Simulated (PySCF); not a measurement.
# Radial density of Ti⁺ (titanium, charge +1)

LC-wPBE, [Ar] 3d2 4s1, high-spin 4F determinant. Calculation: PySCF 2.14, in x2c-QZVPPall (11s7p5d3f2g, 96 functions); the spin-free X2C one-electron Hamiltonian (Gaussian nucleus).

| r (bohr) | 4πr²ρ (e/bohr) | 4πr²(ρα − ρβ) |
| --- | --- | --- |
| 0.00112 | 0.1422 | 0.0001 |
| 0.00189 | 0.3697 | 0.0002 |
| 0.00318 | 0.9413 | 0.0005 |
| 0.00534 | 2.314 | 0.0011 |
| 0.00899 | 5.360 | 0.0026 |
| 0.0151 | 11.20 | 0.0053 |
| 0.0254 | 19.66 | 0.0086 |
| 0.0428 | 25.93 | 0.0079 |
| 0.0719 | 23.08 | -0.0017 |
| 0.121 | 19.83 | -0.0004 |
| 0.203 | 27.52 | 0.0632 |
| 0.342 | 19.37 | 0.2601 |
| 0.576 | 7.903 | 0.8740 |
| 0.968 | 10.04 | 1.3180 |
| 1.63 | 3.322 | 0.9387 |
| 2.74 | 0.6998 | 0.6216 |
| 4.61 | 0.1371 | 0.1369 |
| 7.75 | 0.002363 | 0.0024 |

Densities and radii are taken from the X2C orbitals without a picture-change correction, which distorts them close to the nucleus.
